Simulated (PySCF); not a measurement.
C3H7FOSi.
SMILES: `O=C[C@@H](F)C[SiH3]`

Torsions of this conformer, `[O:1]=[CH:2][C@@H:3]([F:4])[CH2:5][SiH3:6]`: O1–C2–C3–F4 -165°, C2–C3–C5–Si6 57°.

The closed-shell ground state was solved at several levels (PySCF, density fitting, gas phase, non-relativistic). Isolated species at its PBE0-D3(BJ)/def2-SVP geometry (one conformer only).

```json
{"level": "PBE0/IGLO-III", "basis functions": "289", "total energy (Eh)": "-582.7596", "HOMO (eV)": "-7.94", "LUMO (eV)": "-1.50", "gap (eV)": "6.44", "dipole (D)": "1.21"}
{"level": "BP86/pcSseg-1", "basis functions": "144", "total energy (Eh)": "-583.0619", "HOMO (eV)": "-6.49", "LUMO (eV)": "-2.68", "gap (eV)": "3.81", "dipole (D)": "1.18"}
{"level": "wB97X-D/pcSseg-1", "basis functions": "144", "total energy (Eh)": "-582.9348", "HOMO (eV)": "-9.87", "LUMO (eV)": "0.49", "gap (eV)": "10.36", "dipole (D)": "1.21"}
{"level": "PBE0/cc-pVTZ", "basis functions": "282", "total energy (Eh)": "-582.7426", "HOMO (eV)": "-7.87", "LUMO (eV)": "-1.37", "gap (eV)": "6.50", "dipole (D)": "1.24"}
{"level": "PBE0/6-311+G(2d,p)", "basis functions": "212", "total energy (Eh)": "-582.7262", "HOMO (eV)": "-7.95", "LUMO (eV)": "-1.52", "gap (eV)": "6.43", "dipole (D)": "1.20"}
{"level": "OPBE/pcSseg-1", "basis functions": "144", "total energy (Eh)": "-582.8429", "HOMO (eV)": "-6.28", "LUMO (eV)": "-2.44", "gap (eV)": "3.84", "dipole (D)": "1.17"}
{"level": "PBE0/pcSseg-1", "basis functions": "144", "total energy (Eh)": "-582.5873", "HOMO (eV)": "-7.94", "LUMO (eV)": "-1.41", "gap (eV)": "6.53", "dipole (D)": "1.20"}
{"level": "B3LYP/def2-TZVP", "basis functions": "234", "total energy (Eh)": "-583.2237", "HOMO (eV)": "-7.72", "LUMO (eV)": "-1.73", "gap (eV)": "5.99", "dipole (D)": "1.21"}
{"level": "CAM-B3LYP/pcSseg-1", "basis functions": "144", "total energy (Eh)": "-582.9253", "HOMO (eV)": "-9.39", "LUMO (eV)": "-0.16", "gap (eV)": "9.23", "dipole (D)": "1.19"}
```

Problem. What might PBE0/STO-3G (41 basis functions) give for the same quantities?

Solution. Total energy -575.3909 Eh, HOMO -4.36 eV, LUMO 2.26 eV, gap 6.62 eV, dipole 0.66 D.

Problem. Over all these levels, which gives the widest orbital gap and which the narrowest?

Solution. wB97X-D/pcSseg-1 (range-separated hybrid) has the widest, 10.36 eV, and BP86/pcSseg-1 (GGA) the narrowest, 3.81 eV. The two share the basis. From the narrowest to the widest the HOMO moves by -3.38 eV and the LUMO by +3.17 eV.

Problem. How much does the basis alone move the frontier levels among the 5 PBE0 rows (the withheld one included)?

Solution. The HOMO by 3.59 eV and the LUMO by 3.78 eV. By rising basis size (HOMO, LUMO in eV): STO-3G -4.36, 2.26; pcSseg-1 -7.94, -1.41; 6-311+G(2d,p) -7.95, -1.52; cc-pVTZ -7.87, -1.37; IGLO-III -7.94, -1.50.

Problem. How far do the dipole and the HOMO energy spread over the levels?

Solution. The dipole runs from 0.66 to 1.24 D (mean 1.15 D) and the HOMO from -9.87 to -4.36 eV.

wB97X-D is run here without its empirical dispersion term; that term would change no orbital, density or response property at a fixed geometry.
